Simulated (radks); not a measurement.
All-electron atom: Tl+ in [Hg]. Method: scalar-relativistic Kohn-Sham, SCAN, spin-polarised, spherical densities, finite nucleus; meta-GGA in the generalised Kohn-Sham scheme; Fermi nuclear charge, rms radius 5.4759 fm; computed with a radial shooting solver on a logarithmic mesh with Libxc functionals. Some entries of the table are withheld. Estimate them.

orbital  occ.  eigenvalue (hartree)  r(max) (bohr)  <r> (bohr)
1s          2             -3149.081        0.01003     0.01632
2s          2             -562.0146        0.05810     0.06873
2p          6             -483.3904        0.04832     0.06234
3s          2             -134.8416         0.1637      0.1774
3p          6                   (1)         0.1636      0.1792
3d         10             -88.43085         0.1336      0.1625
4s          2             -30.54934         0.3690      0.3915
4p          6             -23.05671         0.3888      0.4172
4d         10             -14.23240         0.3954      0.4397
5s          2                   (2)            (3)      0.8792
4f         14              -4.50757         0.3585      0.4677
5p          6              -3.13636         0.9062       1.007
5d         10              -0.85241          1.108       1.382
6s          2              -0.61790          2.048       2.373

Answer. 
(1) 3p eigenvalue (hartree): -112.0858
(2) 5s eigenvalue (hartree): -5.17551
(3) 5s r(max) (bohr): 0.8074
